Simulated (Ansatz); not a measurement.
(LiBr)3 ring (Li3Br3), 6 atoms. Hardware: 4 threads of Arm Neoverse V1 on a shared host.

The 6-31G sets use Cartesian d functions. Correlated methods freeze 27 core orbitals; core or outer-core shells of Li, Br are correlated, in sets that lack core-valence functions.

Question: How many basis functions does each of these Ansatz runs have, and roughly what does it cost? HF/def2-TZVP, charge 0 singlet, energy, from earlier orbitals; CCSD(T)/def2-SVP, charge 0 singlet, energy, from earlier orbitals; B3LYP-D4/def2-SVP, charge 1 doublet, relaxation, 5 steps; PBE-D4/def2-SVP, charge 0 singlet, energy, from earlier orbitals; RPA@PBE/def2-TZVP, charge 0 singlet, energy, from earlier orbitals; MP2/def2-TZVP, charge 0 singlet, energy, from earlier orbitals; PBE-D4/def2-TZVP, charge 1 doublet at the geometry of the charge 0 singlet, energy, from earlier orbitals; PBE0-D4/def2-TZVP, charge 1 doublet, energy, from earlier orbitals; r2SCAN-D4/def2-TZVP, charge 0 triplet at the geometry of the charge 0 singlet, energy, from earlier orbitals; r2SCANh-D4/def2-TZVP, charge 0 singlet, energy, from earlier orbitals; PBE0-D4/def2-SVP, charge 0 singlet, energy, from earlier orbitals; B3LYP-D4/6-31G, charge 0 singlet, energy.

Answer: Other jobs shared the machine, so times can vary by a factor of up to 3. A dash marks memory too small to be measured apart from the calling script's.

```json
{"run": "PBE-D4/def2-SVP, charge 0 singlet, energy, from earlier orbitals", "functions": "123", "fitting or Cholesky vectors": "1443", "wall time": "1.6 s", "peak host memory (GiB)": "–"}
{"run": "HF/def2-TZVP, charge 0 singlet, energy, from earlier orbitals", "functions": "186", "fitting or Cholesky vectors": "1422", "wall time": "2.1 s", "peak host memory (GiB)": "–"}
{"run": "PBE0-D4/def2-SVP, charge 0 singlet, energy, from earlier orbitals", "functions": "123", "fitting or Cholesky vectors": "1305", "wall time": "2.2 s", "peak host memory (GiB)": "–"}
{"run": "B3LYP-D4/6-31G, charge 0 singlet, energy", "functions": "114", "fitting or Cholesky vectors": "1155", "wall time": "2.6 s", "peak host memory (GiB)": "–"}
{"run": "MP2/def2-TZVP, charge 0 singlet, energy, from earlier orbitals", "functions": "186", "fitting or Cholesky vectors": "1422", "wall time": "3 s", "peak host memory (GiB)": "–"}
{"run": "RPA@PBE/def2-TZVP, charge 0 singlet, energy, from earlier orbitals", "functions": "186", "fitting or Cholesky vectors": "1422", "wall time": "4.6 s", "peak host memory (GiB)": "–"}
{"run": "PBE-D4/def2-TZVP, charge 1 doublet at the geometry of the charge 0 singlet, energy, from earlier orbitals", "functions": "186", "fitting or Cholesky vectors": "1515", "wall time": "5.5 s", "peak host memory (GiB)": "–"}
{"run": "r2SCANh-D4/def2-TZVP, charge 0 singlet, energy, from earlier orbitals", "functions": "186", "fitting or Cholesky vectors": "1560", "wall time": "7 s", "peak host memory (GiB)": "0.65"}
{"run": "PBE0-D4/def2-TZVP, charge 1 doublet, energy, from earlier orbitals", "functions": "186", "fitting or Cholesky vectors": "1422", "wall time": "13 s", "peak host memory (GiB)": "0.82"}
{"run": "r2SCAN-D4/def2-TZVP, charge 0 triplet at the geometry of the charge 0 singlet, energy, from earlier orbitals", "functions": "186", "fitting or Cholesky vectors": "1515", "wall time": "17 s", "peak host memory (GiB)": "–"}
{"run": "CCSD(T)/def2-SVP, charge 0 singlet, energy, from earlier orbitals", "functions": "123", "fitting or Cholesky vectors": "1305", "wall time": "18 s", "peak host memory (GiB)": "0.69"}
{"run": "B3LYP-D4/def2-SVP, charge 1 doublet, relaxation, 5 steps", "functions": "123", "fitting or Cholesky vectors": "1401", "wall time": "19 s", "peak host memory (GiB)": "–"}
```
